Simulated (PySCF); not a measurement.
**Exercise with solution: chemical shift, span and skew from a shielding tensor**

Si(Cl)(OH) (ClHOSi), SMILES O[Si]Cl (connectivity only; charge and spin as stated), neutral, multiplicity 1. Atoms are numbered in the order given.

```xyz
4

Si     0.6763     0.5844     0.0000
Cl    -0.1909    -1.3274     0.0000
O     -0.7053     1.4920     0.0000
H     -0.5806     2.4482     0.0000
```

Geometry optimised at B3LYP-D3(BJ)/def2-TZVP. One conformer was computed; it need not be the lowest.

GIAO shieldings from PySCF with PBE0/pcSseg-2, non-relativistic, no solvent. The symmetric part of the tensor of Si1 has the principal values -139.9, 240.1, 365.9 ppm. The same nucleus in TMS has σ = 341.9 ppm at this level (PySCF, at its B3LYP-D3(BJ)/def2-TZVP geometry). Without spin–orbit terms, shifts of atoms bonded to Cl or Br come out too high.

Q: Work out the isotropic shielding, the ²⁹Si shift against TMS, the span and the skew.

A: 
σ(iso) = (σ11 + σ22 + σ33)/3 = 155.4 ppm. δ = σ(ref) − σ(iso) = 341.9 − (155.4) = 186.5 ppm.
Span Ω = σ33 − σ11 = 505.8 ppm. Skew κ = 3(σ(iso) − σ22)/Ω = -0.50. Tumbling in solution averages the tensor to δ; in a static solid the shielding alone would spread this spin-1/2 line over Ω.
